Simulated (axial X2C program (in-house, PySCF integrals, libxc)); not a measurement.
Values are calculated unless marked as measured or tabulated.
**ScAs: input and output**

Program: an in-house relativistic program for diatomic molecules.

The run was started with this input:
```json
{"zs": [33, 21], "q": 0, "bas": ["dyall-cv3z", "dyall-cv3z"], "levels": ["PBE0", "HF", "PBE"], "cc": true, "r0": 2.69, "thr": -1.0, "nmax": 90, "npts": 10, "nst": 2, "ntry": 6}
```
```bash
python so2c.py task.json out
```

Keys: zs atomic numbers; q charge; bas basis sets; levels methods; cc coupled cluster on or off; r0 starting distance in Å; thr threshold in hartree for freezing inner shells (an s shell follows its p shell); nmax most natural virtual spinors; npts points on the curve; nst determinants followed; ntry starts of the search. HF also brings MP2.

Output of the PBE0 step, scalar-relativistic, at R = 2.262 Å for the state M_S = 0, Λ = 0. It starts from the PBE0 orbitals of the search at 2.262 Å.

```
spin-free X2C-1e  PBE0
basis functions 234  fitting functions 1275  grid points 5802
iter        total energy     max residual
   1      -3024.611935165     2.14e-05
   2      -3024.611935169     1.97e-05
converged
one-electron -4519.00548864  Coulomb 1455.54044436  exact exchange -30.23674271  xc functional -93.03207884  nuclear repulsion 162.12193067
```
Energies are in hartree; totals compare only within one Hamiltonian and basis.
